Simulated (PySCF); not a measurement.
**C₆ coefficients of unlike pairs at UHF**

Calculated with PySCF 2.14 from the dipole response of each species, C₆(A,B) = (3/π) ∫ α_A(iu) α_B(iu) du, in atomic units, from isotropic polarisabilities. For ions this is the dispersion term alone; charge-induced terms of lower order in 1/R come first.

| species | configuration | basis | relativity | α (bohr³) | C₆ (like pair) |
| --- | --- | --- | --- | --- | --- |
| Cr⁺ | [Ar] 3d5 (6S) | aug-cc-pVTZ-DK (8s7p5d3f2g) | spin-free X2C | 9.245 | 33.54 |
| Mn³⁺ | [Ar] 3d4 (5D) | aug-cc-pVTZ (8s7p5d3f2g) | none | 1.804 | 4.450 |
| Mg | [Ne] 3s2 (1S) | aug-cc-pCVQZ (10s9p7d5f3g) | none | 81.59 | 766.4 |
| B⁺ | [He] 2s2 (1S) | aug-cc-pVTZ (5s4p3d2f) | none | 11.36 | 31.69 |

Question: Estimate C₆ for Mg with Mn³⁺.

Answer: The integral gives 32.11. The combination rule 2 C_A C_B / (C_A α_B/α_A + C_B α_A/α_B) gives 31.26 and the geometric mean 58.40.

No spin-orbit coupling is included.

The other pairs:

```json
{"pair": "B⁺, Mn³⁺", "C₆": "8.661"}
{"pair": "B⁺, Cr⁺", "C₆": "30.74"}
{"pair": "B⁺, Mg", "C₆": "145.5"}
{"pair": "Mg, Cr⁺", "C₆": "130.2"}
{"pair": "Mn³⁺, Cr⁺", "C₆": "11.15"}
```
